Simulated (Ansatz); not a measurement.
`[NH2][GeH2][F]` and `[NH2][GeH]([F])[SiH3]` differ in one atom or group.

Ansatz, PBE0-D4/def2-TZVP geometries, multiplicity 1. Each molecule was computed in one conformer, which needn't be the lowest.

Scalar relativity is left out up to krypton.

```
                                      property  `[NH2][GeH2][F]`
             HOMO energy (PBE/def2-TZVPP) / eV             -6.54
           HOMO energy (B3LYP/def2-TZVPP) / eV             -7.79
            LUMO energy (PBE0/def2-TZVPP) / eV              0.52
             LUMO energy (PBE/def2-TZVPP) / eV             -0.33
         HOMO–LUMO gap (B3LYP/def2-TZVPP) / eV              7.97
size of the dipole moment (PBE/def2-TZVPP) / D              1.68
```

Question: What does the change do to each property? (An estimate is asked.)

Answer: Ansatz gave: 
```tsv
property	`[NH2][GeH]([F])[SiH3]`	shift
HOMO energy (PBE/def2-TZVPP) / eV	-6.47	0.07
HOMO energy (B3LYP/def2-TZVPP) / eV	-7.69	0.10
LUMO energy (PBE0/def2-TZVPP) / eV	-0.12	-0.64
LUMO energy (PBE/def2-TZVPP) / eV	-0.93	-0.60
HOMO–LUMO gap (B3LYP/def2-TZVPP) / eV	7.36	-0.61
size of the dipole moment (PBE/def2-TZVPP) / D	1.62	-0.06
```

With PBE0 the HOMO rises by 0.09 eV and the LUMO falls by 0.64 eV, so the gap narrows by about 0.73 eV. PBE moves the HOMO by 0.07 eV and ωB97M-V by 0.12 eV. Dipoles are sizes alone; their direction can turn.

B3LYP here is the variant with VWN-RPA as its local correlation; programs differ in this.
